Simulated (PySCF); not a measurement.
C3H3, SMILES c1c[cH+]1, charge +1. Coordinates come from a PBE0-D3(BJ)/def2-TZVP optimisation.

The numbers are results of PySCF with PBE0-D3(BJ)/def2-TZVP, not measurements.

Harmonic wavenumbers (cm⁻¹): 779, 940, 940, 1030, 1030, 1048, 1344, 1344, 1685, 3256, 3256, 3305. Rotational constants (GHz): 30.98, 30.98, 15.49; symmetry number 6.

**Question.** Work out the zero-point energy and the ideal-gas rigid-rotor harmonic-oscillator thermochemistry at 298.15 K and 1 atm.

**Answer.** ZPE = ½ Σ hcν = ½ × 19957 cm⁻¹ = 119.37 kJ/mol. H − E(el) = 130.06 kJ/mol. Entropy in J/(mol K): translation 154.45, rotation 71.33, vibration 3.17, total 228.95. G − E(el) = 61.80 kJ/mol. Cp = 45.37 J/(mol K).
